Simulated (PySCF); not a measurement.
Geometries of 2 isomers of C5H3F3, from PySCF 2.14.0, PBE0-D3(BJ)/def2-SVP geometry optimisation, gas phase. One conformer each, no zero-point energy, no frequencies.

**Question.** Which isomer lies lower at this level?
A.
```xyz
11
angstrom
F     -1.832   -0.406    1.344
C     -0.540   -0.548    1.016
C     -0.181   -0.645   -0.444
C     -0.694    0.731   -0.780
F     -0.207    1.342   -1.868
C      0.185    0.641    0.441
C      1.241   -0.190   -0.241
F      2.046   -0.943    0.520
H      0.005   -1.184    1.717
H     -1.757    0.928   -0.625
H      1.760    0.251   -1.095
```
B.
```xyz
11
angstrom
C      2.437    0.516    0.555
C      1.287    0.800    0.293
C     -0.046    1.179   -0.014
C     -1.068    0.343   -0.249
C     -0.958   -1.154   -0.221
F     -0.590   -1.606    0.981
F     -0.068   -1.609   -1.104
F     -2.138   -1.708   -0.515
H      3.453    0.251    0.786
H     -0.243    2.256   -0.059
H     -2.061    0.734   -0.479
```

**Answer.** B. That is `C#C/C=C\C(F)(F)F`, 36.5 kcal/mol below the other.

```json
{"SMILES": "C#C/C=C\\C(F)(F)F", "atoms numbered as above": "[CH:1]#[C:2]/[CH:3]=[CH:4]\\[C:5]([F:6])([F:7])[F:8]", "E (Eh)": "-490.90448", "relative (kcal/mol)": "0.0", "relative (kJ/mol)": "0.0", "dipole (D)": "2.15"}
{"SMILES": "F[C@H]1C23[C@H](F)C12[C@H]3F", "atoms numbered as above": "[F:1][C@H:2]1[C:3]23[C@H:4]([F:5])[C:6]12[C@H:7]3[F:8]", "E (Eh)": "-490.84634", "relative (kcal/mol)": "36.5", "relative (kJ/mol)": "152.6", "dipole (D)": "0.00"}
```

As drawn, the lower has a C≡C bond, two fluorines on one carbon and a C=C bond outside aromatic rings, which the higher lacks; the higher has a three-membered ring and a quaternary carbon, which the lower lacks.
